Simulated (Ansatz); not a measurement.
CH7BFNSi, relaxed with RKS PBE0-D4/def2-TZVP in Ansatz 0.2.0 from a PBE-D4/def2-SVP geometry. The force threshold is 0.005 eV/Å; the program also tests the step.

Charge 0, multiplicity 1. The bonds changed during the relaxation, so this is another structure than the one it started from.

Start:

```xyz
12

B     0.738   -0.189   -1.100
Si    0.536   -1.092    0.699
F    -0.450   -2.414    0.882
C    -0.543    0.522    0.879
N    -0.590    0.702   -0.625
H     0.565   -0.711   -2.192
H     1.707    0.568   -1.039
H     1.564   -1.232    1.794
H     0.069    1.343    1.302
H    -1.550    0.554    1.344
H    -1.440    0.262   -1.005
H    -0.608    1.686   -0.940
```

Question: How much energy does the relaxation release, and in how many steps? (Estimate.)

Answer: Ansatz gave: 6.55 kJ/mol, in 5 steps.

Question: Which bonds change most? (An estimate is asked.)

Answer: Ansatz gave: Si2–F3 from 1.660 to 1.617 Å; Si2–C4 from 1.950 to 1.923 Å; B1–H6 from 1.223 to 1.203 Å; B1–H7 from 1.230 to 1.211 Å.

Question: Give the relaxed structure. (Best estimate.)

Answer: Computed: 
```xyz
12

B     0.736   -0.193   -1.093
Si    0.523   -1.080    0.699
F    -0.437   -2.369    0.876
C    -0.539    0.514    0.872
N    -0.588    0.694   -0.622
H     0.565   -0.703   -2.169
H     1.682    0.560   -1.034
H     1.548   -1.222    1.771
H     0.061    1.326    1.287
H    -1.531    0.541    1.327
H    -1.429    0.266   -0.994
H    -0.591    1.666   -0.920
```
